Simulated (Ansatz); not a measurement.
Ligand-field states of mer-VF3(H2O)3 (VO3F3H6) at its r2SCAN-D4/def2-SVP geometry (relaxed as a triplet).

```tsv
atom	x (Å)	y (Å)	z (Å)
V1	0.260	-0.012	-0.159
F2	0.919	-0.728	1.382
F3	-1.091	0.706	-1.233
F4	1.573	-0.315	-1.346
O5	-1.354	0.497	1.251
H6	-1.588	-0.260	1.806
H7	-2.078	0.647	0.621
O8	1.380	1.668	0.501
H9	2.145	1.619	-0.097
H10	1.676	1.209	1.312
O11	-0.682	-1.764	-0.961
H12	0.037	-2.097	-1.525
H13	-1.197	-1.171	-1.551
```

CASSCF(2,5) on the V 3d shell in def2-SVP, averaged with equal weights over 10 triplets and 15 singlets, then SC-NEVPT2; Ansatz, no spin–orbit coupling. The space holds no ligand orbitals and no second d shell, so covalent complexes are described poorly.

Task: Estimate the states' energies above the lowest.

Result: 
```tsv
state	CASSCF (eV)	NEVPT2 (eV)
triplet 1	0.00	0.00
triplet 2	0.55	0.66
triplet 3	0.70	0.83
triplet 4	1.76	1.95
triplet 5	1.85	2.06
triplet 6	1.97	2.23
triplet 7	3.04	2.96
triplet 8	3.37	3.48
triplet 9	3.75	4.03
triplet 10	4.53	4.58
singlet 1	1.67	1.48
singlet 2	1.68	1.48
singlet 3	2.25	2.15
singlet 4	2.45	2.38
singlet 5	2.48	2.33
singlet 6	3.34	3.29
singlet 7	3.46	3.43
singlet 8	3.87	3.92
singlet 9	3.89	3.86
singlet 10	4.18	4.21
singlet 11	4.46	4.51
singlet 12	5.32	5.45
singlet 13	5.50	5.53
singlet 14	5.62	5.80
singlet 15	8.54	8.30
```
The lowest NEVPT2 state is a triplet. Hardware: 4 threads of Arm Neoverse V1 on a shared host. Wall time 34 s, peak host memory 0.94 GiB.
